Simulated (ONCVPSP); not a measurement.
# Configuration tests for fluorine (ONCV)

```json
{"Element": "fluorine", "Generator": "ONCVPSP 4.0.1", "Type": "optimised norm-conserving Vanderbilt (ONCV)", "Functional": "PBEsol", "Relativity": "non-relativistic", "Frozen core": "[He]", "Valence charge": "7", "Reference configuration": "2s2 2p3.5 (charge +1.5)", "Partial waves": "2s: rc 0.70 bohr, ncon 5, nbas 9, qcut 11.5 1/bohr, 1 projector; 2p: rc 1.55 bohr, ncon 4, nbas 8, qcut 10.9 1/bohr, 1 projector; d scattering state at 0.22 Ha: rc 1.25 bohr, ncon 5, nbas 10, qcut 6.8 1/bohr, 2 projectors, debl 1.7 Ha", "Local potential": "polynomial inside 0.55 bohr (lpopt 5, dvloc0 6 Ha)", "Core correction": "none"}
```

Energies are relative to the spin-unpolarised reference configuration 2s2 2p3.5; without spin polarisation the order of configurations can differ from experiment.

| valence configuration | charge | ΔE all-electron (eV) | error AE − PS (meV) |
| --- | --- | --- | --- |
| 2s2 2p5 | 0 | -35.890 | +74 |
| 2s2 2p4 | +1 | -16.561 | +17 |
| 2s2 2p3 | +2 | 21.727 | +30 |
| 2s1 2p5 | +1 | 2.330 | +122 |

Levels in the configuration 2s2 2p3:

```csv
level,all-electron (eV),pseudo (eV)
2s,-67.655,-67.645
2p,-48.883,-48.750
```
